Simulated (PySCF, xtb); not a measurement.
Bi(Cl)3 anion (BiCl3), SMILES [Cl][Bi]([Cl])[Cl] (connectivity only; charge and spin as stated), charge -1, multiplicity 2.

Harmonic wavenumbers (cm⁻¹) from GFN2-xTB run with xtb at its own minimum, in rising order: 34, 35, 53, 218, 218, 264.

Problem. What does B3LYP-D3(BJ)/def2-SVPD run with PySCF give at its own minimum? (The exact figures need the calculation; the answer reports its results.)

Solution. 36, 36, 50, 222, 222, 248. Paired by order, the mean absolute difference is 5 cm⁻¹ and the zero-point energies are 1.2 and 1.2 kcal/mol.
